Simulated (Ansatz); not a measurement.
Ansatz (a first-principles code) input (HF/3-21G): The .json file is the Basis Set Exchange's 3-21G.

Ansatz 0.2 input:
```yaml
crystal:
  periodic: [false, false, false]
  atoms:
    - {symbol: Si, position_ang: [-0.25162664, -0.34807425, 0.46867595]}
    - {symbol: H, position_ang: [-1.05490394, -1.25393470, -0.55828514]}
    - {symbol: F, position_ang: [0.50863076, 0.68077492, -0.66701979]}
basis:
  gaussian:
    orbitals: 3-21G.json
hamiltonian:
  xc: {name: HF}
total_charge: -1
magnetization: {spin_polarized: true, initial_magnetization: 1}
phonons: {temperatures: {t_min: 298.15, t_max: 298.15, t_step: 100}}
```

Question: Which harmonic wavenumbers does it give?

Answer: 768, 887, 1769 cm⁻¹ (unscaled; negative means imaginary).
